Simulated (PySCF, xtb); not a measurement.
C2H7BFNS, SMILES CN(C)B(F)S. One conformer was computed; it need not be the lowest.

Harmonic wavenumbers (cm⁻¹) from GFN2-xTB run with xtb at its own minimum, in rising order: 29, 120, 161, 207, 230, 293, 308, 380, 406, 460, 591, 781, 939, 1050, 1091, 1095, 1136, 1185, 1207, 1412, 1415, 1454, 1466, 1477, 1481, 1511, 2459, 2941, 2947, 2962, 2968, 3028, 3064.

Question: What does PBE0-D3(BJ)/def2-SVP (PySCF) give at its own minimum? (Estimate from the structure and the level; the computed values follow.)

Answer: 88, 131, 179, 212, 270, 301, 334, 394, 422, 574, 617, 799, 979, 1083, 1114, 1144, 1172, 1259, 1302, 1428, 1448, 1459, 1470, 1471, 1475, 1573, 2751, 3020, 3026, 3089, 3095, 3174, 3195. Paired by order, the mean absolute difference is 55 cm⁻¹ and the zero-point energies are 60.4 and 63.0 kcal/mol.
